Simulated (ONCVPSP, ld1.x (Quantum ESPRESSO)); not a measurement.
## Hardness and transferability of assorted potentials

Generated with ld1.x 7.5 (TM, RRKJ, ultrasoft, PAW), atompaw 4.2 or ONCVPSP 4.0.1. The cutoff is in Ry: for ld1.x and atompaw files where the sum of valence levels is converged to 10 mRy in a Bessel basis, for ONCV files where the hardest occupied wave has 1 mHa per electron of residual kinetic energy. The error is the largest all-electron minus pseudo excitation energy over each file’s own four to seven test configurations (ionisations up to +4, promotions, holes and added fractions of an electron), all of which were solved. The labels leave out finer settings (local radius, basis sizes, second energies), which also bear on the numbers. Spin-polarised tests are not counted. The rows are a selection from randomly drawn settings: files with unsolved tests, undetermined cutoffs or missed reference levels are left out.

A true bound ghost makes a file unfit for plane-wave use even where its test errors are small: the radial tests pick states by their node count and pass the ghost by.

| element | potential | cutoff (Ry) | largest error (meV) | bound ghosts |
| --- | --- | --- | --- | --- |
| He | ONCV, PBE, scalar-relativistic, rc 0.40/0.40 (sp), local smoothed, core correction no, reference 1s1, qcut 17/20.1, projectors 2/2 | 225 | +5.4 | none |
| In | TM semilocal, LDA (PZ), scalar-relativistic, rc 1.85/2.50/2.20 (spd), local d, core correction no, reference 5s2 5p1 | 18 | +158 | d |
| Hg | ONCV, PBE, scalar-relativistic, rc 1.15/1.15/1.70 (spd), local smoothed, core correction yes, reference 5s2 5p6 5d10, qcut 8.2/8/8, projectors 2/3/2 | 299 | -113 | p |

Task: Fill in the row for Cs: ONCV, PBEsol, fully relativistic, rc 2.50/2.05/2.30 (spd), local smoothed, core correction yes, reference 5s2 5p6, qcut 5.3/4.4/4.7, projectors 2/1/1.

Result: cutoff 18 Ry, largest error +4.4 meV, bound ghosts: none.

Task: Fill in the row for Pb: TM semilocal, PBE, scalar-relativistic, rc 1.85/2.65/2.10 (spd), local s, core correction yes, reference 6s2 6p1.5.

Result: cutoff 21 Ry, largest error -532 meV, bound ghosts: none.

Task: Fill in the row for Ne: ONCV, PBE, non-relativistic, rc 0.45/1.30 (sp), local smoothed, core correction yes, reference 2s2 2p4.5, qcut 15.7/15.7, projectors 2/2.

Result: cutoff 1049 Ry, largest error +901 meV, bound ghosts: s.
